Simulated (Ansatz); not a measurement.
BFH2O3Zn, SMILES `OB(O)[O][Zn][F]`. Total charge 0; spin multiplicity 1. The geometry is a stationary point of PBE0-D4/def2-TZVP. It is one conformer, not always the lowest.

```xyz
8

O     1.514    0.143   -1.346
B     0.560    0.057   -0.371
O    -0.804   -0.113   -0.627
O     0.906    0.136    0.928
Zn   -0.507   -0.004    2.007
F    -1.774   -0.123    3.194
H     1.193    0.077   -2.246
H    -1.088   -0.173   -1.539
```

Question: What is the dipole moment at B3LYP/def2-TZVPP? (Estimate.)

Answer: Ansatz gave: 3.68 D, with components (-0.52, -0.16, -3.64) D in this frame, pointing from negative to positive charge.

Question: And with PBE, r2SCAN, ωB97M-V? (Best estimate.)

Answer: The calculation gave: PBE 3.59 D, r2SCAN 3.66 D, ωB97M-V 3.68 D.

Question: Give the Mulliken charges with B3LYP, ωB97M-V, PBE in def2-TZVPP. (An estimate is asked.)

Answer: Ansatz gave: 
```json
{"atom": "O1", "B3LYP": "-0.28", "ωB97M-V": "-0.28", "PBE": "-0.25"}
{"atom": "B2", "B3LYP": "0.47", "ωB97M-V": "0.49", "PBE": "0.38"}
{"atom": "O3", "B3LYP": "-0.34", "ωB97M-V": "-0.34", "PBE": "-0.30"}
{"atom": "O4", "B3LYP": "-0.45", "ωB97M-V": "-0.47", "PBE": "-0.37"}
{"atom": "Zn5", "B3LYP": "0.72", "ωB97M-V": "0.75", "PBE": "0.59"}
{"atom": "F6", "B3LYP": "-0.47", "ωB97M-V": "-0.47", "PBE": "-0.42"}
{"atom": "H7", "B3LYP": "0.17", "ωB97M-V": "0.16", "PBE": "0.18"}
{"atom": "H8", "B3LYP": "0.18", "ωB97M-V": "0.17", "PBE": "0.18"}
```

B3LYP here is the variant with VWN-RPA as its local correlation; programs differ in this.
